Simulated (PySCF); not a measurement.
# Reading the logs of faulty runs: ClH2NSi2

Calculated results; nothing here was measured. The program is PySCF 2.14.0, an open-source quantum chemistry code, run on an isolated molecule that a program drew, which may never have been made. The molecule is ClH2NSi2 (charge 0, singlet), drawn as the SMILES string `[SiH]N=[SiH]Cl`.

Each row is a Hartree-Fock (HF) and frozen-core CCSD(T) single point in the cc-pV(D+d)Z basis, meant for a local HF minimum. Run 1 is clean. Each other run has one planted mistake out of seven kinds, and not every kind appears here: one electron removed, one electron added, multiplicity raised by two, geometry at a saddle point, minimal basis STO-3G, one bond length entered in bohr, all coordinates scaled. The reference is restricted for singlets and unrestricted otherwise, and also for a bond in bohr. Adding or removing an electron swaps singlet and doublet. Electrons count all cores. HOMO and LUMO are orbital energies over both spins, the gradient is its largest component, and the lowest frequency (negative if imaginary) is given only where the gradient is small. Bond lengths are over the 5 bonds as drawn. T1 is the CCSD diagnostic: over 0.02 (restricted) or 0.045 (unrestricted) a single reference is doubtful.

Geometry of the clean run:
```xyz
6
ClH2NSi2, angstrom
Si    2.0630   -1.4648    0.2018
N     0.5704   -1.5352   -0.5924
Si   -0.7692   -1.3936   -1.3607
Cl   -2.3512   -0.2717   -0.7570
H     1.8723   -2.6544    1.1419
H    -1.1168   -2.0317   -2.6258
```

| run | electrons | basis functions | <S^2> | HOMO (eV) | LUMO (eV) | gradient (hartree/bohr) | lowest frequency (cm^-1) | mean bond (Å) | longest bond (Å) | T1 | HF (hartree) | CCSD(T) (hartree) | mistake |
|---|---|---|---|---|---|---|---|---|---|---|---|---|---|
| 1 | 54 | 93 | 0.000 | -7.96 | 1.70 | 3.5e-05 | 78 | 1.6523 | 2.031 | 0.0193 | -1092.99648 | -1093.52810 | no fault |
| 2 | 54 | 93 | 0.000 | -8.32 | 1.23 | 5.0e-02 | - | 1.7729 | 2.180 | 0.0226 | -1092.96271 | -1093.51036 | all coordinates scaled |
| 3 | 53 | 93 | 0.772 | -16.00 | -5.97 | 8.9e-02 | - | 1.6523 | 2.031 | 0.0244 | -1092.74219 | -1093.24361 | one electron removed |
| 4 | 54 | 34 | 0.000 | -5.39 | 6.70 | 4.1e-02 | - | 1.6523 | 2.031 | 0.0201 | -1080.64279 | -1080.83587 | minimal basis STO-3G |
| 5 | 54 | 93 | 0.943 | -6.42 | 1.33 | 3.7e-02 | - | 1.9242 | 2.888 | 0.0368 | -1092.91817 | -1093.43455 | ? |

**Which mistake was planted in run 5, and what did it cost?**

The mean bond changes by a factor of 1.165 and the longest by 1.422, so the molecule wasn't scaled as a whole. A length L in bohr read as angstrom grows by (1/0.5292 - 1) L = 0.890 L. The 5 bonds together grew by 5 x 0.2719 = 1.359 Å, which gives L = 1.528 Å. That is bond Si1-H5, 1.528 Å in the clean geometry. So the mistake is: one bond length entered in bohr. Subtracting run 1 and multiplying by 627.51 kcal/mol a hartree, the energy moved by 49.1 kcal/mol in HF and 58.7 kcal/mol in CCSD(T).

Cautions from the logs. Run 2: T1 is over the limit, so its CCSD(T) energy is less reliable; run 4: T1 is over the limit, so its CCSD(T) energy is less reliable.
